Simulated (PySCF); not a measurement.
Input for PySCF: D3(BJ) and D4 dispersion corrections on CH10GeSi (a complex), monomers drawn apart or pushed together.

```python
from pyscf import gto
from pyscf.dispersion import dftd3, dftd4

mol = gto.M(
    atom='''
    Ge    0.18697764   -0.15005688    0.20538804
    H     0.70287154   -1.19526948    1.20462870
    H     0.86880589   -0.35826398   -1.15466851
    H     0.49694520    1.25767441    0.73187328
    H    -1.33266865   -0.31165876    0.04504240
    C    -1.36737685    0.39608035    5.17950896
    Si    0.38380579   -0.00414491    5.72220097
    H    -1.52996850    1.47500795    5.15464356
    H    -2.09263658   -0.03900816    5.86965528
    H    -1.57534640    0.00018355    4.18441475
    H     1.37379744    0.65142945    4.83511219
    H     0.62075767   -1.46753153    5.68607239
    H     0.61381653    0.47255924    7.10822121
    ''',
    basis='def2-svp',
    charge=0, spin=0, verbose=0, max_memory=1800)
d3, d4 = {}, {}
for xc in ['hf', 'pbe', 'blyp', 'revpbe', 'tpss', 'r2scan', 'b3lyp', 'pbe0', 'bhlyp', 'camb3lyp', 'b2plyp']:
    d3[xc] = float(dftd3.DFTD3Dispersion(mol, xc=xc, version='d3bj', atm=False).get_dispersion()['energy'])
    print(f'D3(BJ) {xc:10s} {d3[xc]:14.8f} Eh')
for xc in ['hf', 'pbe', 'blyp', 'revpbe', 'tpss', 'r2scan', 'b3lyp', 'pbe0', 'bhlyp', 'camb3lyp', 'b2plyp']:
    d4[xc] = float(dftd4.DFTD4Dispersion(mol, xc={'camb3lyp': 'cam-b3lyp'}.get(xc, xc), atm=True).get_dispersion()['energy'])
    print(f'D4     {xc:10s} {d4[xc]:14.8f} Eh')
```

It printed:

```
D3(BJ) hf            -0.05664829 Eh
D3(BJ) pbe           -0.00661490 Eh
D3(BJ) blyp          -0.01399737 Eh
D3(BJ) revpbe        -0.01646758 Eh
D3(BJ) tpss          -0.00832646 Eh
D3(BJ) r2scan        -0.00200502 Eh
D3(BJ) b3lyp         -0.01148464 Eh
D3(BJ) pbe0          -0.00577587 Eh
D3(BJ) bhlyp         -0.00910448 Eh
D3(BJ) camb3lyp      -0.00532279 Eh
D3(BJ) b2plyp        -0.00539098 Eh
D4     hf            -0.02179315 Eh
D4     pbe           -0.00600198 Eh
D4     blyp          -0.01314461 Eh
D4     revpbe        -0.01906074 Eh
D4     tpss          -0.00806213 Eh
D4     r2scan        -0.00164879 Eh
D4     b3lyp         -0.00954280 Eh
D4     pbe0          -0.00509375 Eh
D4     bhlyp         -0.00703633 Eh
D4     camb3lyp      -0.00515443 Eh
D4     b2plyp        -0.00419633 Eh
```

The run finished.

Cost: roughly 0.020 core-seconds.
